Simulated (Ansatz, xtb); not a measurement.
C4H4FNS: which of two isomers lies lower

We compare I, `Nc1ccc(F)s1`, a singlet, with II, `Cc1ncc(F)s1`, a singlet. Both are isolated molecules in the gas phase, relaxed with PBE0-D3(BJ)/def2-SVP; the shapes shown needn't be the lowest conformers.

I (Å):

```xyz
11

C    -1.7063    0.7408    0.7496
C    -0.6956   -0.1399    0.4661
C     0.6070    0.4529    0.5176
C     0.5447    1.7670    0.8465
F     1.5484    2.6083    1.0267
N    -3.0786    0.5535    0.7054
S    -1.0824    2.3418    1.0713
H    -3.3361   -0.4101    0.5228
H    -3.5830    0.9118    1.5104
H    -0.8753   -1.1900    0.2315
H     1.5451   -0.0734    0.3432
```

II (Å):

```yaml
atoms:
  - { symbol: C, position_ang: [-2.6643, -0.2249, 0.5677] }
  - { symbol: C, position_ang: [-1.3512, 0.4659, 0.6864] }
  - { symbol: C, position_ang: [0.8305, 0.7487, 0.9279] }
  - { symbol: C, position_ang: [0.4678, 2.0567, 0.8212] }
  - { symbol: F, position_ang: [1.2477, 3.1155, 0.8604] }
  - { symbol: N, position_ang: [-0.2128, -0.1301, 0.8489] }
  - { symbol: S, position_ang: [-1.2447, 2.2172, 0.6128] }
  - { symbol: H, position_ang: [-2.4821, -1.3053, 0.6330] }
  - { symbol: H, position_ang: [-3.1558, -0.0047, -0.3925] }
  - { symbol: H, position_ang: [-3.3534, 0.0683, 1.3746] }
  - { symbol: H, position_ang: [1.8553, 0.4021, 1.0648] }
```

Energies in hartree; the thermal terms are from GFN2-xTB frequencies at re-optimised GFN2-xTB minima (ideal gas, soft modes damped towards free rotors, one conformer each, 298.15 K, 1 atm) and include the zero-point energy:

|  | I | II |
| --- | --- | --- |
| E, CCSD(T)/def2-SVP | −705.887003 | −705.900303 |
| E, MP2/def2-SVP | −705.810874 | −705.823244 |
| E, MP2/def2-TZVPP | −706.570700 | −706.579410 |
| zero-point energy | 0.072818 | 0.072873 |
| H(298 K) − E | 0.080423 | 0.080538 |
| G(298 K) − E | 0.042216 | 0.041632 |

Question: Correct the CCSD(T) difference for the basis set by the MP2 change, then work out ΔE, ΔE₀, ΔH and ΔG for I → II in kJ/mol (1 Eh = 2625.50 kJ/mol) and the equilibrium ratio [II]/[I].

Answer: 1. Differences II − I: CCSD(T) −0.013300, MP2 in the small set −0.012370, MP2 in the large set −0.008710 Eh.
2. ΔE = −0.013300 + (−0.008710 − (−0.012370)) = −0.009640 Eh = −25.31 kJ/mol.
3. ΔE₀ = ΔE + ΔZPE = −0.009640 + (+0.000055) Eh = −25.17 kJ/mol.
4. ΔH = ΔE + (+0.000115) Eh = −25.01 kJ/mol.
5. ΔG = ΔE + (−0.000584) Eh = −26.84 kJ/mol, so ΔS = (ΔH − ΔG)/T = +6.2 J/(mol K).
6. kT = 0.9442 mEh, so K = [II]/[I] = exp(−ΔG/kT) = exp(+10.83) ≈ 5.0 × 10^4.

Structure II is favoured at this temperature. An error of 4 kJ/mol in ΔG would change K by a factor of 5. Mirror images and further conformers aren't counted.

As drawn, II has 1 C–C, 2 C∷N, 2 C–H in place of 1 C–N, 2 C∷C, 2 N–H (∷ is an aromatic bond).

Other levels gave ΔE = −52.4 (GFN2-xTB); −63.2 (HF/STO-3G, GFN2-xTB geometries); −27.4 (r2SCAN-D4/def2-SVP, GFN2-xTB geometries); −22.7 (PBE0-D3(BJ)/def2-SVP); −23.3 (HF/def2-SVP); −32.5 (MP2/def2-SVP); −34.9 (CCSD(T)/def2-SVP) kJ/mol. The correlated steps freeze 11 core orbitals. Programs: Ansatz 0.2.0, xtb 6.7.1.
